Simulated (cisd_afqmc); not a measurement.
Species: SiHCl, charge 0, singlet. SiHCl (SMILES [SiH]Cl).
B3LYP-D3(BJ)/def2-TZVP minimum from Ansatz:
```
Si
H 1 1.5263
Cl 1 2.0943 2 94.91
```
Charge 0, spin multiplicity 1.

Phaseless AFQMC (cisd_afqmc on Ansatz's integrals) in cc-pV(T+d)Z, frozen core: how the trial state and the time step act. The spread is the standard deviation of the local energy over walkers; bars are one sigma, widened where a walk drifts.

| trial | step (1/Eh) | walkers x blocks averaged | spread (Eh) | energy (Eh) |
|---|---|---|---|---|
| CISD | 0.005 | 53100 | 0.039 | -749.3827 ± 0.0004 |
| CISD | 0.0025 | 65500 | 0.038 | -749.3826 ± 0.0005 |
| HF | 0.005 | 601000 | 0.179 | -749.3854 ± 0.0006 |

At a given step the bar falls as the inverse root of the samples and grows with the spread.

CCSDT(Q) in the same basis (Ansatz) gives -749.3826 Eh.
